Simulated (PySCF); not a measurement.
[GaCl4]- (charge -1).
Bonds: Ga1–Cl2, Ga1–Cl3, Ga1–Cl4, Ga1–Cl5.

The calculation used PBE0-D3(BJ)/def2-SVP geometry optimisation, gas phase in PySCF.

Task: How far are the bound atoms from Ga1?

Result: 4 atoms: Cl3 2.203 Å, Cl5 2.206 Å, Cl2 2.207 Å, Cl4 2.207 Å.

Task: List the angles at Ga1.

Result: 
```
      angle  degrees  distance of the outer atoms (Å)
Cl2–Ga1–Cl5    109.9                             3.61
Cl2–Ga1–Cl4    109.8                             3.61
Cl4–Ga1–Cl5    109.5                             3.60
Cl2–Ga1–Cl3    109.3                             3.60
Cl3–Ga1–Cl4    109.3                             3.60
Cl3–Ga1–Cl5    109.0                             3.59
```

Task: What is the shape at Ga1?

Result: Tetrahedral: angles from 109.0° to 109.9°; τ4 = (360° − α − β)/141° = 0.99 with α and β the two widest (0 for a square, 1 for a tetrahedron). Differences among atoms that Td makes equivalent are scatter left by the optimiser.

Task: What are the rotational constants (commonest isotopes, rigid rotor)?

Result: A = 1118, B = 1115, C = 1109 MHz: a spherical top.

Point group: Td (tolerance 0.08 Å). Charge -1, singlet. No PBE0-D3(BJ)/def2-SVP frequencies stand behind this structure, so it isn't proved a minimum.
